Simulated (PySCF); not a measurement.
One of the candidates below gave these computed data.

All candidates are C3H7ClOSi.

* Triplet: lowest triplet excitation (Tamm–Dancoff): 4.56 eV [TDA wB97X-D/def2-SVPD]
* 13C NMR: chemical shifts (computed TMS as zero) by class: 155.5 (1 C), 96.3 (1 C), 3.3 (1 C) ppm [GIAO PBE0/pcSseg-1]
* UV, strongest line: among the 8 lowest singlet transitions: S2 at 7.05 eV (176 nm, f = 0.216) [TDDFT wB97X-D/def2-SVPD]
* UV, first state: lowest singlet excitation: 6.97 eV (178 nm, f = 0.065) [TDDFT wB97X-D/def2-SVPD]
* 1H NMR: chemical shifts (computed TMS as zero) by class: 6.63 (1 H), 5.70 (1 H), 4.42 (1 H), 4.25 (1 H), 0.51 (3 H) ppm [GIAO PBE0/pcSseg-1]
* Rotational structure: rotational constants A, B, C: 4.281, 1.389, 1.129 GHz [GFN2-xTB]
* NMR, other nuclei: isotropic shieldings of nuclei other than C and H, by class: 199 (1 O), 351 (1 Si), 922 (1 Cl) ppm [GIAO PBE0/pcSseg-1]

Gas-phase values; electronic properties from PySCF, density fitting. Levels stand in brackets. Geometry: GFN2-xTB, one conformer, isolated molecule. Each NMR value is the plain mean over a class of atoms that symmetry, rotation or inversion makes alike.

Question: Which candidate is it?
A. `C=C(Cl)OC[SiH3]`
B. `C=CO[Si@H](C)Cl`
C. `Cl[SiH2]OC1CC1`
D. `O[SiH2][C@@H]1C[C@@H]1Cl`

Answer: B. It is `C=CO[Si@H](C)Cl`. Numbering: `[CH2:1]=[CH:2][O:3][Si@H:4]([CH3:5])[Cl:6]`. Its formula, C3H7ClOSi, gives 1 degree of unsaturation: 0 rings and 1 π bond in the structure found. 3 carbons fall into 3 classes; from least to most shielded: vinylic carbon bearing oxygen [C2] (155.5 ppm), terminal =CH2 carbon [C1] (96.3 ppm), Si-methyl carbon [C5] (3.3 ppm). Hydrogen classes from least to most shielded: 1 H on a vinylic carbon bearing oxygen, C2 (6.63 ppm), 1 H on a chlorine-bound silicon, Si4 (5.70 ppm), 1 H on a terminal =CH2 carbon, C1 (4.42 ppm), 1 H on a terminal =CH2 carbon, C1 (4.25 ppm), 3 H on an Si-methyl carbon, C5 (0.51 ppm). The other shieldings belong to: 199 ppm, silyl ether oxygen [O3]; 351 ppm, chlorine-bound silicon [Si4]; 922 ppm, silicon-bound chlorine [Cl6]. The optimised geometry has point group C1 and is an asymmetric top.

The others, at the same levels:
- `O[SiH2][C@@H]1C[C@@H]1Cl` fails: its computed 13C shifts are 40.7 (1 C), 13.2 (1 C), 9.9 (1 C) ppm, 1H shifts are 5.33 (1 H), 4.98 (1 H), 3.37 (1 H), 1.30 (1 H), 1.14 (1 H), 0.92 (1 H), -0.02 (1 H) ppm and rotational constant A is 3.277 GHz (against 4.281 GHz).
- `Cl[SiH2]OC1CC1` fails: it has 2 carbon classes against 3; its computed 13C shifts are 52.2 (1 C), 6.5 (2 C) ppm, 1H shifts are 5.22 (2 H), 3.77 (1 H), 1.00 (2 H), 0.49 (2 H) ppm and rotational constant A is 3.977 GHz (against 4.281 GHz).
- `C=C(Cl)OC[SiH3]` fails: its computed 13C shifts are 162.1 (1 C), 89.9 (1 C), 58.3 (1 C) ppm, 1H shifts are 4.53 (1 H), 4.39 (1 H), 3.97 (3 H), 3.93 (2 H) ppm and rotational constant A is 4.970 GHz (against 4.281 GHz).

Each candidate is one conformer, not necessarily the lowest. Dipoles, sizes and rotational constants follow the conformer. The torsions of the flexible species, by atom-mapped SMILES:
- `[CH2:1]=[CH:2][O:3][Si@H:4]([CH3:5])[Cl:6]`: C1–C2–O3–Si4 -5°, C2–O3–Si4–C5 -64°
- `[OH:1][SiH2:2][C@@H:3]1[CH2:4][C@@H:5]1[Cl:6]`: O1–Si2–C3–C4 28°, H–O1–Si2–C3 52°
- `[Cl:1][SiH2:2][O:3][CH:4]1[CH2:5][CH2:6]1`: Cl1–Si2–O3–C4 -58°, Si2–O3–C4–C5 -16°
- `[CH2:1]=[C:2]([Cl:3])[O:4][CH2:5][SiH3:6]`: C1–C2–O4–C5 -179°, C2–O4–C5–Si6 180°
